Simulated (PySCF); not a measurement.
**Deuteron quadrupole couplings in `C=C/C=C(/C)[SiH2]F`**

C₅H₉FSi.
Numbering: `[CH2:1]=[CH:2]/[CH:3]=[C:4](/[CH3:5])[SiH2:6][F:7]` (hydrogens: H8, H9 on C1; H10 on C2; H11 on C3; H12, H13, H14 on C5; H15, H16 on Si6)

Geometry (GFN2-xTB, Å), atoms numbered from 1 in this order:
```
atom  x, y, z in Å
C1     2.8019   -1.0227    0.1088
C2     1.7167   -0.2607    0.0008
C3     0.3719   -0.7697    0.0966
C4    -0.7420   -0.0280    0.0097
C5    -2.0925   -0.6711    0.1221
Si6   -0.7236    1.8397   -0.2492
F7    -2.2680    2.3094   -0.2212
H8     2.7304   -2.0850    0.2775
H9     3.7959   -0.6167    0.0336
H10    1.8157    0.8041   -0.1669
H11    0.2914   -1.8408    0.2528
H12   -2.6377   -0.2562    0.9693
H13   -2.6829   -0.4646   -0.7698
H14   -2.0116   -1.7490    0.2489
H15   -0.2591    2.2389   -1.5722
H16   -0.1141    2.5814    0.8479
```

Level: PBE0/pcSseg-1 (PySCF, non-relativistic); Q(2H) = 0.00286 b; rigid geometry, the same for H and D, with no vibrational averaging.

**Question.** Rank these positions by the coupling χzz of a deuteron there, largest first.
A. H12 (methyl hydrogen)
B. H11 (vinylic hydrogen)
C. H8 (vinylic hydrogen)
D. H15 (Si–H hydrogen)
E. H10 (vinylic hydrogen)

**Answer.** C (225 kHz), E (218 kHz), B (213 kHz), A (208 kHz), D (110 kHz).

**Question.** Tabulate Vzz, the asymmetry η and χzz = 234.96 MHz × Q × Vzz for every hydrogen position.

**Answer.** 
| atom | bonded to | bond length (Å) | Vzz (au) | η | χzz (kHz) |
| --- | --- | --- | --- | --- | --- |
| H8 | C1 | 1.078 | 0.3343 | 0.06 | 225 |
| H9 | C1 | 1.076 | 0.3377 | 0.05 | 227 |
| H10 | C2 | 1.082 | 0.3246 | 0.09 | 218 |
| H11 | C3 | 1.085 | 0.3163 | 0.08 | 213 |
| H12 | C5 | 1.090 | 0.3101 | 0.04 | 208 |
| H13 | C5 | 1.089 | 0.3104 | 0.04 | 209 |
| H14 | C5 | 1.088 | 0.3124 | 0.04 | 210 |
| H15 | Si6 | 1.458 | 0.1631 | 0.03 | 110 |
| H16 | Si6 | 1.458 | 0.1629 | 0.03 | 109 |

**Question.** Average by the element that carries the hydrogen.

**Answer.** on C: 216 kHz over 7 positions, mean bond length 1.084 Å; on Si: 110 kHz over 2 positions, mean bond length 1.458 Å.

**Question.** How does χzz go with the bond length over the 7 C–H bonds?

**Answer.** A straight-line fit has a slope of -14.2 kHz for each 0.01 Å, with a correlation coefficient of -1.00, over lengths from 1.076 to 1.090 Å. The longer bonds have the smaller couplings here.

Isolated species at its GFN2-xTB geometry (one conformer only). GFN2-xTB bond lengths can be off by several hundredths of an ångström, more for odd bonds, and the gradients follow them. A larger basis could move these couplings by a tenth or more.
